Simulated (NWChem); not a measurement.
System: CClF2 cation

Excerpt of the output:

```
             Northwest Computational Chemistry Package (NWChem) 7.3.0
             --------------------------------------------------------

 C2V symmetry detected

                             Geometry "geometry" -> ""
                             -------------------------

 Output coordinates in angstroms (scale by  1.889725989 to convert to a.u.)

  No.       Tag          Charge          X              Y              Z
 ---- ---------------- ---------- -------------- -------------- --------------
    1 F                    9.0000     0.00000000    -1.06772400    -1.04930651
    2 C                    6.0000     0.00000000     0.00000000    -0.38305550
    3 F                    9.0000     0.00000000     1.06772400    -1.04930651
    4 Cl                  17.0000     0.00000000     0.00000000     1.24622649

 Effective nuclear repulsion energy (a.u.)     162.5719658483

      Symmetry information
      --------------------

 Group name             C2v
 Group number             16
 Group order               4
 No. of unique centers     3

  perdew86 is a nonlocal functional; adding perdew81 local functional.

                                 NWChem DFT Module
                                 -----------------

 Summary of "ao basis" -> "ao basis" (spherical)
 ------------------------------------------------------------------------------
       Tag                 Description            Shells   Functions and Types
 ---------------- ------------------------------  ------  ---------------------
 F                           6-31g*                  6       14   3s2p1d
 C                           6-31g*                  6       14   3s2p1d
 Cl                          6-31g*                  8       18   4s3p1d

      Symmetry analysis of basis
      --------------------------

        a1         26
        a2          6
        b1         11
        b2         17

            General Information
            -------------------
          SCF calculation type: DFT
          Wavefunction type:  closed shell.
          No. of atoms     :     4
          No. of electrons :    40
           Alpha electrons :    20
            Beta electrons :    20
          Charge           :     1
          Spin multiplicity:     1
          Use of symmetry is: on ; symmetry adaption is: on
          Maximum number of iterations: 150
          AO basis - number of functions:    60
                     number of shells:    26
          Convergence on energy requested:  1.00D-06
          Convergence on density requested:  1.00D-05
          Convergence on gradient requested:  5.00D-04

              XC Information
              --------------
                    Becke 1988 Exchange Functional  1.000
                Perdew 1981 Correlation Functional  1.000 local
                Perdew 1986 Correlation Functional  1.000 non-local

             Grid Information
             ----------------
          Grid used for XC integration:  medium
          Radial quadrature: Mura-Knowles
          Angular quadrature: Lebedev.
          Tag              B.-S. Rad. Rad. Pts. Rad. Cut. Ang. Pts.
          ---              ---------- --------- --------- ---------
          F                   0.50       49           8.0       434
          C                   0.70       49           7.0       434
          Cl                  1.00       88           7.0       590
          Grid pruning is: on
          Number of quadrature shells:   186
          Spatial weights used:  Erf1

      Superposition of Atomic Density Guess
      -------------------------------------

 Sum of atomic energies:        -695.85550091

 Renormalizing density from      41.00 to     40

      Non-variational initial energy
      ------------------------------

 Total energy =    -686.424261
 1-e energy   =   -1256.409999
 2-e energy   =     407.413772
 HOMO         =      -0.821021
 LUMO         =      -0.332762

      Symmetry analysis of molecular orbitals - initial
      -------------------------------------------------

  Numbering of irreducible representations:

     1 a1          2 a2          3 b1          4 b2

  Orbital symmetries:

     1 a1          2 a1          3 b2          4 a1          5 a1
     6 a1          7 b2          8 b1          9 a1         10 b2
    11 a1         12 a1         13 b2         14 a1         15 b1
    16 a2         17 b2         18 a1         19 b1         20 b2
    21 b1         22 a1         23 a1         24 b2         25 a1
    26 b2         27 b1         28 a1         29 a1         30 b1

     ---------------------------------------------
      Total Density - Mulliken Population Analysis
     ---------------------------------------------

    Atom       Charge   Shell Charges
 -----------   ------   -------------------------------------------------------
    1 F    9     9.31   2.00  0.99  3.51  0.95  1.85  0.01
    2 C    6     4.42   2.00  0.61  1.11  0.30  0.27  0.13
    3 F    9     9.31   2.00  0.99  3.51  0.95  1.85  0.01
    4 Cl  17    16.95   2.00  2.00  6.00  1.52  3.96  0.39  1.06  0.03

   convergence    iter        energy       DeltaE   RMS-Dens  Diis-err
 ---------------- ----- ----------------- --------- --------- ---------
 d= 0,ls=0.0,diis     1   -697.3684660215 -8.60D+02  4.01D-02  2.60D+00
 d= 0,ls=0.0,diis     2   -696.4285384783  9.40D-01  3.01D-02  1.22D+01
 d= 0,ls=0.0,diis     3   -697.6145694750 -1.19D+00  9.66D-03  8.52D-02
 d= 0,ls=0.0,diis     4   -697.5974327619  1.71D-02  5.84D-03  2.19D-01
 d= 0,ls=0.0,diis     5   -697.6263135006 -2.89D-02  3.75D-04  6.23D-04
  Resetting Diis
 d= 0,ls=0.0,diis     6   -697.6263844348 -7.09D-05  9.90D-05  5.63D-05
 d= 0,ls=0.0,diis     7   -697.6263920752 -7.64D-06  2.75D-05  4.24D-07
 d= 0,ls=0.0,diis     8   -697.6263919065  1.69D-07  1.92D-05  1.61D-06
 d= 0,ls=0.0,diis     9   -697.6263921294 -2.23D-07  2.42D-06  3.82D-08

         Total DFT energy =     -697.626392129390
      One electron energy =    -1274.975688883444
           Coulomb energy =      469.048346640271
    Exchange-Corr. energy =      -54.271015734562
 Nuclear repulsion energy =      162.571965848345

 Numeric. integr. density =       39.999998930364

                  Occupations of the irreducible representations
                  ----------------------------------------------

                     irrep           alpha         beta
                     --------     --------     --------
                     a1               10.0         10.0
                     a2                1.0          1.0
                     b1                3.0          3.0
                     b2                6.0          6.0

                       DFT Final Molecular Orbital Analysis
                       ------------------------------------

 Vector   18  Occ=2.000000D+00  E=-6.944032D-01  Symmetry=b2
              MO Center=  1.4D-15, -1.3D-14, -8.9D-01, r^2= 1.8D+00
   Bfn.  Coefficient  Atom+Function         Bfn.  Coefficient  Atom+Function
  ----- ------------  ---------------      ----- ------------  ---------------
     4      0.376288  1 F  py                32      0.376288  3 F  py
     5     -0.304540  1 F  pz                33      0.304540  3 F  pz
     8      0.231958  1 F  py                36      0.231958  3 F  py
     9     -0.190305  1 F  pz                37      0.190305  3 F  pz
    50      0.151207  4 Cl py                22      0.099022  2 C  py

 Vector   19  Occ=2.000000D+00  E=-6.196661D-01  Symmetry=b1
              MO Center= -2.0D-16,  6.4D-15,  8.4D-01, r^2= 1.7D+00
   Bfn.  Coefficient  Atom+Function         Bfn.  Coefficient  Atom+Function
  ----- ------------  ---------------      ----- ------------  ---------------
    49      0.708777  4 Cl px                53      0.286865  4 Cl px
    45     -0.271925  4 Cl px                 3     -0.189858  1 F  px
    31     -0.189858  3 F  px                17      0.149307  2 C  px
     7     -0.136118  1 F  px                35     -0.136118  3 F  px
    21      0.074448  2 C  px                59      0.038108  4 Cl d  1

 Vector   20  Occ=2.000000D+00  E=-5.941089D-01  Symmetry=b2
              MO Center= -2.4D-16, -1.2D-15,  9.9D-01, r^2= 1.5D+00
   Bfn.  Coefficient  Atom+Function         Bfn.  Coefficient  Atom+Function
  ----- ------------  ---------------      ----- ------------  ---------------
    50      0.756188  4 Cl py                54      0.298417  4 Cl py
    46     -0.288764  4 Cl py                 5      0.166319  1 F  pz
    33     -0.166319  3 F  pz                 9      0.112750  1 F  pz
    37     -0.112750  3 F  pz                22      0.083589  2 C  py
     6      0.051882  1 F  s                 34     -0.051882  3 F  s

 Vector   21  Occ=0.000000D+00  E=-4.156745D-01  Symmetry=b1
              MO Center= -5.2D-17,  3.9D-16, -2.0D-01, r^2= 1.7D+00
   Bfn.  Coefficient  Atom+Function         Bfn.  Coefficient  Atom+Function
  ----- ------------  ---------------      ----- ------------  ---------------
    17      0.664433  2 C  px                21      0.394403  2 C  px
    49     -0.356111  4 Cl px                 3     -0.287955  1 F  px
    31     -0.287955  3 F  px                 7     -0.229913  1 F  px
    35     -0.229913  3 F  px                53     -0.223155  4 Cl px
    45      0.130877  4 Cl px                59      0.072383  4 Cl d  1

 Vector   22  Occ=0.000000D+00  E=-2.929208D-01  Symmetry=a1
              MO Center= -3.8D-16,  2.0D-15,  6.6D-01, r^2= 2.0D+00
   Bfn.  Coefficient  Atom+Function         Bfn.  Coefficient  Atom+Function
  ----- ------------  ---------------      ----- ------------  ---------------
    20      1.427021  2 C  s                 55      0.789968  4 Cl pz
    52     -0.643349  4 Cl s                 51      0.581722  4 Cl pz
    16      0.348701  2 C  s                 23      0.303234  2 C  pz
    19      0.283812  2 C  pz                 6     -0.249519  1 F  s
    34     -0.249519  3 F  s                 48     -0.243524  4 Cl s

 Vector   23  Occ=0.000000D+00  E=-1.446634D-01  Symmetry=a1
              MO Center= -1.2D-16, -6.9D-15, -4.5D-01, r^2= 2.2D+00
   Bfn.  Coefficient  Atom+Function         Bfn.  Coefficient  Atom+Function
  ----- ------------  ---------------      ----- ------------  ---------------
    23      1.024400  2 C  pz                52     -0.944717  4 Cl s
    55      0.748171  4 Cl pz                19      0.603384  2 C  pz
     6      0.573305  1 F  s                 34      0.573305  3 F  s
    20     -0.420032  2 C  s                  8      0.371338  1 F  py
    36     -0.371338  3 F  py                 4      0.275511  1 F  py

     ---------------------------------------------
      Total Density - Mulliken Population Analysis
     ---------------------------------------------

    Atom       Charge   Shell Charges
 -----------   ------   -------------------------------------------------------
    1 F    9     9.01   2.00  0.96  3.28  0.99  1.76  0.02
    2 C    6     5.43   2.00  0.71  1.85  0.30  0.42  0.16
    3 F    9     9.01   2.00  0.96  3.28  0.99  1.76  0.02
    4 Cl  17    16.54   2.00  2.00  5.97  1.48  3.58  0.45  1.03  0.04

     -------------------------------------------
      Total Density - Lowdin Population Analysis
     -------------------------------------------

    Atom       Charge   Shell Charges
 -----------   ------   -------------------------------------------------------
    1 F    9     8.83   1.99  0.93  3.13  0.77  1.96  0.05
    2 C    6     5.82   1.98  0.53  1.62  0.36  0.97  0.35
    3 F    9     8.83   1.99  0.93  3.13  0.77  1.96  0.05
    4 Cl  17    16.51   2.00  1.99  5.90  1.18  3.25  0.60  1.54  0.05

     Multipole analysis of the density
     ---------------------------------

     L   x y z        total         alpha         beta         nuclear
     -   - - -        -----         -----         ----         -------
     0   0 0 0      1.000000    -20.000000    -20.000000     41.000000

     1   1 0 0     -0.000000     -0.000000     -0.000000      0.000000
     1   0 1 0      0.000000      0.000000      0.000000      0.000000
     1   0 0 1      0.162363      0.081181      0.081181      0.000000

     2   2 0 0    -17.517153     -8.758576     -8.758576      0.000000
     2   1 1 0     -0.000000     -0.000000     -0.000000      0.000000
     2   1 0 1      0.000000      0.000000      0.000000      0.000000
     2   0 2 0    -17.284688    -45.282574    -45.282574     73.280460
     2   0 1 1      0.000000      0.000000      0.000000      0.000000
     2   0 0 2    -13.352736    -90.777703    -90.777703    168.202671
```

Level: BP86/6-31G* (spherical d). All runs use the structure optimised with B3LYP/6-31G* (spherical d).

**Question.** Which NWChem input produces such a log?

**Answer.** Several could match; the one computed here: the input that was run:
```
start job
memory heap 200 mb stack 900 mb global 1100 mb
charge 1
geometry units angstroms noautoz
  F     -0.000289     1.047459    -1.067724
  C      0.001959     0.381208     0.000000
  F     -0.000289     1.047459     1.067724
  Cl    -0.000047    -1.248074     0.000000
end
basis spherical
  * library 6-31g*
end
dft
  xc becke88 perdew86
  iterations 150
  mulliken
end
task dft energy
```
